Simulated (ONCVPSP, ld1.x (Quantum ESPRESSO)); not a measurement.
Potentials for Be (Z = 4) compared

Generated with ld1.x 7.5 (TM, RRKJ, ultrasoft, PAW), atompaw 4.2 or ONCVPSP 4.0.1. The cutoff is in Ry: for ld1.x and atompaw files where the sum of valence levels is converged to 10 mRy in a Bessel basis, for ONCV files where the hardest occupied wave has 1 mHa per electron of residual kinetic energy. The error is the largest all-electron minus pseudo excitation energy over each file’s own four to seven test configurations (ionisations up to +4, promotions, holes and added fractions of an electron), all of which were solved. The labels leave out finer settings (local radius, basis sizes, second energies), which also bear on the numbers. Spin-polarised tests are not counted. The rows are a selection from randomly drawn settings: files with unsolved tests, undetermined cutoffs or missed reference levels are left out.

```csv
potential,cutoff (Ry),largest error (meV),bound ghosts
"ONCV, PBE, scalar-relativistic, rc 0.75/0.55/0.55 (spd), local p, core correction no, reference 1s2 2s2, qcut 17.8/15.4/17.9, projectors 2/0/2",206,+3.1,none
"ultrasoft, LDA (PZ), non-relativistic, rc 1.95/2.50/2.05 (spd), local smoothed, core correction yes, reference 2s1 2p0",6,-12,none
"ONCV, PBE, scalar-relativistic, rc 0.75/0.60/0.80 (spd), local smoothed, core correction no, reference 1s2 2s1, qcut 15.8/16.5/11.4, projectors 2/2/1",186,+844,none
"RRKJ, revPBE, scalar-relativistic, rc 1.35/3.05 (sp), local s, core correction no, reference 2s2 2p0",12,-77,none
"ONCV, LDA (Perdew-Wang 92), non-relativistic, rc 0.80/0.65/0.85 (spd), local p, core correction no, reference 1s2 2s2, qcut 13.5/10.8/9.7, projectors 2/0/2",153,+1129,none
"ONCV, PW91, scalar-relativistic, rc 0.75/0.70/0.65 (spd), local smoothed, core correction no, reference 1s2 2s2, qcut 14.4/14.1/13.9, projectors 2/2/2",173,+955,none
```

(1) Fill in the row for Be: ONCV, PBE, scalar-relativistic, rc 0.65/0.60 (sp), local smoothed, core correction no, reference 1s2 2s2, qcut 16.2/14.3, projectors 2/2.

(2) Fill in the row for Be: ONCV, PBE, scalar-relativistic, rc 1.55/2.75/2.45 (spd), local s, core correction yes, reference 2s1.75 2p0.25, qcut 3.4/3.5/4.3, projectors 0/2/1.

(3) Fill in the row for Be: ONCV, PBEsol, scalar-relativistic, rc 0.80/0.80/0.80 (spd), local smoothed, core correction no, reference 1s2 2s2, qcut 16.8/10/10.2, projectors 2/2/2.

## Answers

(1) cutoff 219 Ry, largest error +580 meV, bound ghosts: none.

(2) cutoff 12 Ry, largest error +16 meV, bound ghosts: none.

(3) cutoff 186 Ry, largest error +909 meV, bound ghosts: none.
